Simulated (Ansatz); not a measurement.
`C[B]1[O][AlH]1`. Total charge 0; spin multiplicity 1. The structure was optimised at the PBE0-D4/def2-TZVP level.

```xyz
8

C     1.242   -0.701    0.003
B    -0.115    0.046   -0.015
O    -1.268   -0.109   -0.660
Al   -1.596    1.357    0.360
H     1.241   -1.556   -0.679
H     1.469   -1.051    1.014
H     2.053   -0.022   -0.278
H    -3.025    2.035    0.254
```

Problem. What is the dipole moment at r2SCAN/def2-TZVPP? (An estimate is asked.)

Solution. Computed: 1.01 D, with components (0.67, 0.41, 0.63) D in this frame, pointing from negative to positive charge.

Problem. And with PBE, B3LYP, ωB97M-V? (Estimate.)

Solution. The calculation gave: PBE 0.98 D, B3LYP 1.20 D, ωB97M-V 1.28 D.

Problem. Give the Mulliken charges with r2SCAN, B3LYP, PBE in def2-TZVPP. (An estimate is asked.)

Solution. The calculation gave: 
```json
{"atom": "C1", "r2SCAN": "-0.21", "B3LYP": "-0.27", "PBE": "-0.30"}
{"atom": "B2", "r2SCAN": "0.24", "B3LYP": "0.27", "PBE": "0.23"}
{"atom": "O3", "r2SCAN": "-0.32", "B3LYP": "-0.32", "PBE": "-0.24"}
{"atom": "Al4", "r2SCAN": "0.21", "B3LYP": "0.12", "PBE": "0.07"}
{"atom": "H5", "r2SCAN": "0.07", "B3LYP": "0.10", "PBE": "0.11"}
{"atom": "H6", "r2SCAN": "0.08", "B3LYP": "0.10", "PBE": "0.11"}
{"atom": "H7", "r2SCAN": "0.08", "B3LYP": "0.10", "PBE": "0.11"}
{"atom": "H8", "r2SCAN": "-0.14", "B3LYP": "-0.11", "PBE": "-0.09"}
```

B3LYP here is the variant with VWN-RPA as its local correlation; programs differ in this.
